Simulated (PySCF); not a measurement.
C4H9O2, SMILES COC[C](C)O, doublet (GFN2-xTB optimised geometry):

```
15

C     -0.394     2.496     0.676
O      0.164     1.212     0.601
C     -0.693     0.263     0.000
C     -0.006    -1.064     0.000
C     -0.673    -2.264    -0.567
O      1.367    -1.064     0.000
H      0.354     3.135     1.141
H     -1.307     2.497     1.285
H     -0.637     2.882    -0.323
H     -0.944     0.599    -1.032
H     -1.647     0.196     0.551
H     -0.830    -2.178    -1.650
H     -0.049    -3.135    -0.387
H     -1.647    -2.413    -0.104
H      1.647    -0.183     0.283
```

Calculation: unrestricted B3LYP/def2-TZVP (PySCF).

Question: What are the frontier orbital energies (α orbitals alone; a β orbital can be the lowest empty one) and the dipole moment?

Answer: HOMO-2 -9.31 eV, HOMO-1 -7.63 eV, HOMO -4.14 eV, LUMO 0.74 eV, LUMO+1 1.37 eV; dipole moment 2.38 D.

Meta-Löwdin charges at B3LYP/def2-TZVP: C1 -0.11, O2 -0.40, C3 -0.01, C4 0.14, C5 -0.34, O6 -0.47, H7 0.13, H8 0.10, H9 0.09, H10 0.07, H11 0.10, H12 0.10, H13 0.13, H14 0.12, H15 0.35.
